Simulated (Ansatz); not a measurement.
Steps of a relaxation of CH$_{6}$BFO$_{2}$Si, SMILES `CBO[SiH](O)F` with RKS PBE0-D4/def2-TZVP.

```sh
$ ansatz run in.yaml --threads 4 --pin off --events-out ev --progress --plain --max-ram 10444MiB
```

```yaml
crystal:
  periodic: [false, false, false]
  atoms:
    - {symbol: C, position_ang: [-0.960079, 1.460287, -1.479184]}
    - {symbol: B, position_ang: [-0.304272, 0.931268, -0.158747]}
    - {symbol: O, position_ang: [0.237870, -0.327685, -0.107134]}
    - {symbol: Si, position_ang: [0.980943, -1.141077, 1.160880]}
    - {symbol: O, position_ang: [0.226731, -2.589138, 1.421808]}
    - {symbol: F, position_ang: [2.516844, -1.372214, 0.668070]}
    - {symbol: H, position_ang: [-2.016144, 1.754188, -1.285178]}
    - {symbol: H, position_ang: [-0.933773, 0.736795, -2.317957]}
    - {symbol: H, position_ang: [-0.457026, 2.401046, -1.796872]}
    - {symbol: H, position_ang: [-0.267403, 1.624249, 0.855027]}
    - {symbol: H, position_ang: [0.965402, -0.379592, 2.433100]}
    - {symbol: H, position_ang: [0.087806, -3.153328, 0.640288]}
basis:
  gaussian: {orbitals: def2-TZVP}
hamiltonian: {xc: pbe0, dispersion: d4}
relax: {f_tol: 0.005, max_steps: 150}
```

Positions (Å) and forces (eV/Å) along the path, 11 of 21 steps:

```xyz
12
step=1 energy=-16497.0566 eV
C    -0.960    1.460   -1.479   -0.134    0.169   -0.217
B    -0.304    0.931   -0.159    0.083   -0.113    0.194
O     0.238   -0.328   -0.107    0.376   -0.174    0.935
Si    0.981   -1.141    1.161    0.136   -0.328   -0.940
O     0.227   -2.589    1.422    0.449    0.564   -0.767
F     2.517   -1.372    0.668   -1.298    0.182    0.443
H    -2.016    1.754   -1.285    0.505   -0.161   -0.101
H    -0.934    0.737   -2.318   -0.015    0.363    0.416
H    -0.457    2.401   -1.797   -0.232   -0.460    0.135
H    -0.267    1.624    0.855   -0.001   -0.266   -0.385
H     0.965   -0.380    2.433    0.038   -0.165   -0.285
H     0.088   -3.153    0.640    0.092    0.391    0.571
12
step=4 energy=-16497.1664 eV
C    -0.944    1.444   -1.465   -0.005   -0.035    0.042
B    -0.290    0.935   -0.146   -0.085    0.067   -0.087
O     0.249   -0.310   -0.076    0.017    0.017    0.003
Si    0.970   -1.130    1.140    0.020   -0.040    0.011
O     0.238   -2.555    1.372    0.003    0.039    0.082
F     2.473   -1.349    0.680    0.024    0.009   -0.007
H    -1.977    1.738   -1.254   -0.064    0.012   -0.027
H    -0.941    0.711   -2.271    0.003   -0.029   -0.040
H    -0.456    2.358   -1.816    0.046    0.030    0.017
H    -0.278    1.628    0.839    0.059   -0.007    0.047
H     0.954   -0.396    2.409    0.002    0.007    0.031
H     0.079   -3.129    0.624   -0.021   -0.071   -0.072
12
step=5 energy=-16497.1679 eV
C    -0.950    1.444   -1.465   -0.065   -0.023    0.030
B    -0.309    0.930   -0.142    0.120    0.070   -0.055
O     0.237   -0.314   -0.074   -0.034   -0.017    0.019
Si    0.969   -1.130    1.138   -0.019    0.001    0.016
O     0.243   -2.557    1.380   -0.004   -0.012   -0.011
F     2.470   -1.344    0.669    0.032    0.001   -0.014
H    -1.989    1.740   -1.279    0.006    0.006   -0.024
H    -0.929    0.718   -2.279    0.003   -0.003    0.004
H    -0.447    2.360   -1.796    0.007    0.000    0.016
H    -0.259    1.626    0.842   -0.043   -0.014    0.003
H     0.960   -0.395    2.408    0.002   -0.001    0.007
H     0.081   -3.135    0.633   -0.004   -0.010    0.009
12
step=6 energy=-16497.1690 eV
C    -0.950    1.444   -1.467   -0.005   -0.005    0.010
B    -0.309    0.939   -0.140   -0.004   -0.013   -0.007
O     0.227   -0.309   -0.061    0.006    0.011    0.000
Si    0.971   -1.133    1.140   -0.015    0.007    0.004
O     0.247   -2.561    1.379    0.003   -0.003    0.001
F     2.469   -1.341    0.656   -0.002    0.003   -0.005
H    -1.989    1.745   -1.291    0.004   -0.001    0.001
H    -0.924    0.713   -2.277    0.003   -0.001    0.000
H    -0.441    2.357   -1.797    0.002    0.006   -0.008
H    -0.274    1.636    0.843    0.005    0.003    0.002
H     0.972   -0.405    2.414    0.002   -0.006    0.001
H     0.079   -3.140    0.634    0.001   -0.001    0.000
12
step=11 energy=-16497.1692 eV
C    -0.952    1.441   -1.466   -0.002   -0.002   -0.001
B    -0.295    0.950   -0.142    0.004   -0.003   -0.001
O     0.213   -0.308   -0.048   -0.006    0.003   -0.003
Si    0.960   -1.135    1.148   -0.001    0.006    0.003
O     0.254   -2.576    1.365    0.005   -0.002   -0.007
F     2.464   -1.316    0.671   -0.004   -0.003    0.002
H    -1.987    1.748   -1.277    0.003    0.000    0.000
H    -0.945    0.696   -2.264    0.000    0.003    0.003
H    -0.446    2.346   -1.821    0.000   -0.002    0.001
H    -0.224    1.666    0.826    0.000   -0.002   -0.001
H     0.944   -0.426    2.433    0.001    0.000    0.000
H     0.093   -3.143    0.610    0.001    0.001    0.005
12
step=12 energy=-16497.1692 eV
C    -0.953    1.441   -1.466    0.002    0.001   -0.002
B    -0.292    0.951   -0.144   -0.012   -0.011    0.007
O     0.205   -0.311   -0.046    0.002    0.005   -0.005
Si    0.956   -1.135    1.150   -0.003    0.001    0.003
O     0.257   -2.581    1.362    0.006    0.001   -0.005
F     2.462   -1.307    0.675   -0.003   -0.002    0.001
H    -1.985    1.757   -1.271    0.005    0.000    0.000
H    -0.956    0.694   -2.261    0.001    0.004    0.004
H    -0.443    2.342   -1.827   -0.002   -0.002    0.000
H    -0.211    1.671    0.821    0.004    0.000   -0.006
H     0.934   -0.428    2.436    0.000   -0.001   -0.001
H     0.103   -3.148    0.606    0.000    0.002    0.004
12
step=14 energy=-16497.1692 eV
C    -0.954    1.442   -1.466   -0.006    0.000   -0.002
B    -0.292    0.950   -0.145    0.007   -0.001    0.007
O     0.195   -0.316   -0.044   -0.002    0.007   -0.003
Si    0.951   -1.135    1.151    0.000   -0.011    0.001
O     0.263   -2.587    1.361    0.006    0.008   -0.003
F     2.459   -1.297    0.678   -0.006    0.002    0.000
H    -1.981    1.770   -1.268    0.007   -0.001   -0.002
H    -0.968    0.692   -2.258    0.001    0.005    0.005
H    -0.435    2.336   -1.832   -0.002   -0.004    0.001
H    -0.198    1.674    0.816   -0.002   -0.005   -0.006
H     0.923   -0.430    2.437   -0.001   -0.001   -0.002
H     0.115   -3.156    0.604    0.000    0.002    0.003
12
step=18 energy=-16497.1693 eV
C    -0.954    1.443   -1.465   -0.001    0.000    0.000
B    -0.294    0.948   -0.145    0.000    0.001   -0.001
O     0.195   -0.317   -0.046    0.000   -0.002    0.000
Si    0.951   -1.135    1.150    0.002   -0.001    0.001
O     0.266   -2.587    1.362   -0.001    0.000    0.000
F     2.459   -1.294    0.677    0.000    0.001    0.000
H    -1.979    1.778   -1.269    0.000    0.000    0.000
H    -0.973    0.692   -2.257    0.000   -0.001   -0.001
H    -0.429    2.332   -1.833    0.001    0.000    0.000
H    -0.203    1.670    0.818    0.000    0.001    0.001
H     0.921   -0.428    2.435    0.000    0.000    0.001
H     0.116   -3.156    0.606    0.000   -0.001   -0.001
12
step=19 energy=-16497.1693 eV
C    -0.955    1.443   -1.465    0.000    0.001   -0.001
B    -0.294    0.948   -0.145   -0.004   -0.001    0.001
O     0.193   -0.318   -0.046    0.001    0.001    0.001
Si    0.950   -1.135    1.150    0.001    0.000   -0.001
O     0.268   -2.588    1.360   -0.001    0.000    0.000
F     2.459   -1.290    0.679    0.000    0.000    0.000
H    -1.977    1.784   -1.267    0.002   -0.001    0.000
H    -0.979    0.690   -2.255    0.000    0.001    0.000
H    -0.426    2.328   -1.836   -0.001   -0.001    0.000
H    -0.200    1.670    0.817    0.001    0.001    0.000
H     0.918   -0.429    2.437    0.000    0.000    0.000
H     0.119   -3.157    0.604    0.000    0.000    0.000
12
step=20 energy=-16497.1693 eV rejected
C    -0.956    1.442   -1.465   -0.005    0.000   -0.001
B    -0.295    0.948   -0.144    0.011    0.004   -0.005
O     0.190   -0.319   -0.045   -0.003    0.001    0.005
Si    0.949   -1.135    1.151   -0.001    0.001   -0.003
O     0.271   -2.590    1.359    0.000   -0.001    0.001
F     2.459   -1.285    0.682    0.000   -0.001    0.000
H    -1.975    1.792   -1.266    0.004   -0.001   -0.002
H    -0.987    0.687   -2.252    0.000    0.003    0.002
H    -0.420    2.322   -1.840   -0.002   -0.004    0.002
H    -0.197    1.671    0.816   -0.004   -0.002    0.001
H     0.913   -0.431    2.438    0.000    0.000   -0.001
H     0.123   -3.159    0.601    0.000    0.001    0.000
12
step=21 energy=-16497.1693 eV
C    -0.955    1.443   -1.465   -0.001    0.000    0.000
B    -0.294    0.948   -0.145    0.000    0.000   -0.001
O     0.193   -0.318   -0.045    0.000    0.001    0.001
Si    0.950   -1.135    1.150    0.000    0.000   -0.001
O     0.268   -2.588    1.360    0.000    0.000    0.000
F     2.459   -1.290    0.679    0.000    0.000    0.000
H    -1.977    1.784   -1.267    0.001    0.000    0.000
H    -0.979    0.690   -2.255    0.000    0.000    0.000
H    -0.425    2.328   -1.836    0.000    0.000    0.000
H    -0.200    1.670    0.818    0.000    0.000    0.000
H     0.918   -0.430    2.437    0.000    0.000    0.000
H     0.119   -3.157    0.603    0.000    0.000    0.000
```

Run time 44 s (4 threads of an AMD EPYC 9R45 on a shared host); peak host memory 0.63 GiB.
